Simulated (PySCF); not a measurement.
Members of one series of related molecules.

All values: B3LYP/def2-SVPD (PySCF) at PBE0-D3(BJ)/def2-SVP geometries, gas phase, one conformer each. Core orbitals are frozen in the response; Δα² is half the sum of the squared differences of the principal polarisabilities. Dipoles and anisotropies that the point group forbids are given as zero.

Problem. Rank by HOMO–LUMO gap, highest first.
A. `[F][Mg][F]`
B. `C#[C][Mg][C]#C`
C. `N#[C][Mg][C]#N`
D. `[MgH2]`

Solution. A (7.92 eV), C (7.37 eV), B (6.42 eV), D (6.16 eV).

Problem. Rank by polarisability anisotropy Δα, lowest first.
A. `[F][Mg][F]`
B. `[C]([Mg][C]#C)#C`
C. `[H][Mg][H]`
D. `N#[C][Mg][C]#N`

Solution. A (0.47 Å³), C (1.10 Å³), D (5.14 Å³), B (7.93 Å³).

All values together:

```json
{"SMILES": "[F][Mg][F]", "formula": "MgF2", "μ (D)": "0.00", "HOMO (eV)": "-10.04", "LUMO (eV)": "-2.12", "α (Å³)": "2.68", "Δα (Å³)": "0.47", "electrons": "30", "α per electron (Å³)": "0.089"}
{"SMILES": "C#[C][Mg][C]#C", "formula": "C4H2Mg", "μ (D)": "0.00", "HOMO (eV)": "-7.48", "LUMO (eV)": "-1.06", "α (Å³)": "9.65", "Δα (Å³)": "7.93", "electrons": "38", "α per electron (Å³)": "0.254"}
{"SMILES": "[H][Mg][H]", "formula": "MgH2", "μ (D)": "0.00", "HOMO (eV)": "-7.06", "LUMO (eV)": "-0.90", "α (Å³)": "5.03", "Δα (Å³)": "1.10", "electrons": "14", "α per electron (Å³)": "0.359"}
{"SMILES": "N#[C][Mg][C]#N", "formula": "C2MgN2", "μ (D)": "0.19", "HOMO (eV)": "-9.57", "LUMO (eV)": "-2.21", "α (Å³)": "6.96", "Δα (Å³)": "5.14", "electrons": "38", "α per electron (Å³)": "0.183"}
```
